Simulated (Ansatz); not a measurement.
Reaction: BHF2 (difluoroborane, SMILES FBF) → BHF (SMILES [BH]F, doublet) + F (doublet) (the B-F bond breaks)
Each species at its own B3LYP-D3(BJ)/def2-TZVP minimum (Ansatz, a quantum-chemistry and plane-wave program).

Total energies in hartree (Ansatz). Radicals and triplets start from unrestricted determinants; spin-orbit coupling is neglected. Cores are frozen in correlated methods. No relativity.

| species | HF/cc-pVTZ | CCSD(T)/cc-pVTZ | HF/cc-pVQZ | CCSD(T)/cc-pVQZ | CCSD(T)/cc-pVDZ | CCSDT(Q)/cc-pVDZ |
|---|---|---|---|---|---|---|
| 1: BHF2 (difluoroborane, SMILES FBF) | -224.35366 | -224.97843 | -224.37207 | -225.04920 | -224.74382 | -224.74517 |
| 2: BHF (SMILES [BH]F, doublet) | -124.73265 | -125.08080 | -124.74296 | -125.11876 | -124.95373 | -124.95470 |
| 3: F (doublet) | -99.40552 | -99.62036 | -99.41377 | -99.65026 | -99.52757 | -99.52776 |

Problem. Work out the bond dissociation energy (electronic) in kcal/mol: take Hartree-Fock from cc-pVQZ, extrapolate the CCSD(T) correlation energy as X^-3 (X = 3, 4), and add CCSDT(Q) - CCSD(T) in cc-pVDZ. 1 hartree = 627.51 kcal/mol.

Solution. 
Species 1: correlation (64·(-0.67713) - 27·(-0.62477))/37 = -0.71534; step -0.00135; E1 = -224.37207 + (-0.71534) + (-0.00135) = -225.08876
Species 2: correlation (64·(-0.37580) - 27·(-0.34815))/37 = -0.39598; step -0.00097; E2 = -124.74296 + (-0.39598) + (-0.00097) = -125.13991
Species 3: correlation (64·(-0.23649) - 27·(-0.21484))/37 = -0.25229; step -0.00019; E3 = -99.41377 + (-0.25229) + (-0.00019) = -99.66625
-1·E1 +1·E2 +1·E3 = 0.28260 hartree = 177.3 kcal/mol.
